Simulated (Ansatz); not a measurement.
Harmonic frequencies (cm⁻¹) at PBE0-D4/def2-TZVP from Ansatz: 41, 88, 105, 190, 270, 342, 359, 476, 502, 669, 716, 754, 769, 817, 835, 872, 880, 925, 953, 1008, 1060, 1182, 1270, 1413, 2199, 2202, 2209, 2211, 2992, 3024.

Each molecule was computed in one conformer, which needn't be the lowest.

(1) Which molecule is it?
A. `[NH2][Al]([F])[PH2]`
B. `C=C(N)OC`
C. `FCC=C=S`
D. `F[SiH2]B1CO[SiH2]1`

Answers

(1) D.
